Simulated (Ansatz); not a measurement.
Basis-set series for `OC1(F)[SiH2][SiH2]1`. Charge 0, multiplicity 1. The geometry is a stationary point of PBE0-D4/def2-TZVP. It is one conformer, not always the lowest.

```
functional       basis  functions  energy (Eh)  HOMO (eV)  LUMO (eV)
   PBE0-D4  def2-TZVPP        247   -794.74859      -6.92      -0.58
   PBE0-D4  def2-QZVPP        461   -794.77944      -6.96      -0.68
   ωB97M-V  def2-TZVPP        247   -795.09483      -9.06       1.08
   ωB97M-V  def2-QZVPP        461   -795.12384      -9.10       0.79
```

Task: Give the rows for def2-SVP. (Estimate.)

Result: Ansatz gave: 
| functional | basis | functions | energy (Eh) | HOMO (eV) | LUMO (eV) |
| --- | --- | --- | --- | --- | --- |
| PBE0-D4 | def2-SVP | 103 | -794.28627 | -6.82 | -0.33 |
| ωB97M-V | def2-SVP | 103 | -794.62582 | -8.92 | 1.55 |

Positive LUMOs are unbound and depend on the basis.
